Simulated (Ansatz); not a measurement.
Consider the redistribution: `C=CN([SiH2]Cl)[SiH2]Cl` + `N[CH](F)[GeH3]` → `NC(F)[SiH2]Cl` + `C=C[N]([GeH3])[SiH2]Cl`.

Gas-phase electronic energies from Ansatz, PBE0-D4/def2-TZVP geometries. CCSD(T)/CBS is the MP2 limit (def2-TZVPP, def2-QZVPP) plus CCSD(T) − MP2 in def2-TZVPP, frozen cores. Functionals use def2-TZVPP. For Ge outer-core shells are correlated without core-valence functions, which leaves a few kJ/mol of doubt a bond. Scalar relativity is left out up to krypton. One conformer a species, not always the lowest.

```csv
level,ΔE (kJ/mol)
PBE,32.5
CCSD(T)/def2-TZVPP,36.5
MP2/CBS(def2),36.9
CCSD/CBS(def2),37.1
```

Q: What does CCSD(T)/CBS give? (An estimate is asked.)

A: The calculation gave: +36.7 kJ/mol. The listed levels differ from it by -4.2, -0.2, 0.2, 0.4 kJ/mol.

Largest T1 diagnostic among the species: 0.012.
